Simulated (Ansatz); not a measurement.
Ansatz (an electronic-structure program) input (CCSD(T)/def2-TZVPPD):
A basis named .json is the Basis Set Exchange file of that set.

Ansatz 0.2 input:
```yaml
crystal:
  periodic: [false, false, false]
  atoms:
    - {symbol: Ag, position_ang: [-0.00000000, -0.00000000, -0.34334467]}
    - {symbol: F, position_ang: [0.00000000, 0.00000000, 1.79302218]}
basis:
  gaussian:
    orbitals: def2-TZVPPD.json
total_charge: -1
magnetization: {spin_polarized: true, initial_magnetization: 1}
correlation: {method: ccsd_t, electrons: outside_noble_gas}
```

Output:

```
Functional definition: HF
integrals: 0.15 GiB planned
656 factors; integrals over basis functions are off by at most 1.0e-3 eV
mean field: 0.22 GiB planned
mean field evaluation 1: about -6682.8333 eV, gradient 7.7e0 eV
mean field evaluation 2: about -6682.8402 eV, gradient 7.7e0 eV
mean field evaluation 4: about -6683.6091 eV, gradient 2.0e0 eV
mean field evaluation 8: about -6683.7076 eV, gradient 2.5e-1 eV
mean field evaluation 16: about -6680.6922 eV, gradient 1.5e0 eV
mean field evaluation 32: about -6679.8507 eV, gradient 1.1e-1 eV
mean field evaluation 64: about -6681.3607 eV, gradient 7.8e-4 eV
mean field evaluation 96: about -6680.3456 eV, gradient 5.8e-2 eV
mean field evaluation 128: about -6679.0430 eV, gradient 1.9e1 eV
mean field evaluation 160: about -6680.4875 eV, gradient 2.8e-3 eV
mean field evaluation 192: about -6681.3606 eV, gradient 4.9e-2 eV
mean field evaluation 224: about -6677.4205 eV, gradient 3.8e-1 eV
mean field evaluation 256: about -6677.4251 eV, gradient 2.5e-3 eV
mean field -6683.70890092 eV, -245.6217717282 hartree, gradient 8.4e-6 eV, S^2 0.754375; 6 other end points of the search recorded, 0 dependent functions left out
determinant -6683.70890092 eV, -245.6217717282 hartree, with singles and doubles -6701.13635361 eV, -246.2622188017 hartree
determinant -6681.36066475 eV, -245.5354756405 hartree, with singles and doubles -6698.49436950 eV, -246.1651276764 hartree
determinant -6680.48747024 eV, -245.5033863343 hartree, with singles and doubles -6697.72036272 eV, -246.1366834520 hartree
determinant -6680.34554056 eV, -245.4981705148 hartree, with singles and doubles -6697.58965873 eV, -246.1318801688 hartree
5 core orbitals not correlated
reference -6683.70890092 eV, -245.6217717282 hartree; 10, 9 occupied and 81, 82 virtual orbitals, 656 factors
second order -18.29339441 eV of doubles, -0.00000000 eV of singles
coupled cluster: 0.50 GiB planned
cycle   1  -17.43028741 eV  change   -2.8e-3 eV  update   2.8e-3
cycle   2  -17.42889488 eV  change    1.4e-3 eV  update   2.2e-3
cycle   3  -17.42804703 eV  change    8.5e-4 eV  update   1.6e-3
cycle   4  -17.42985759 eV  change   -1.8e-3 eV  update   4.8e-4
cycle   5  -17.43064992 eV  change   -7.9e-4 eV  update   2.3e-4
cycle   6  -17.43027967 eV  change    3.7e-4 eV  update   8.2e-5
cycle   7  -17.43026139 eV  change    1.8e-5 eV  update   4.1e-5
cycle   8  -17.43029307 eV  change   -3.2e-5 eV  update   1.3e-5
cycle   9  -17.43029232 eV  change    7.5e-7 eV  update   6.6e-6
perturbative correction -0.63613091 eV, -0.0233773797 hartree
Total energy: -6701.77532415 eV, -246.2857005359 hartree
```

The spin state was set by rule; other spins were not relaxed.
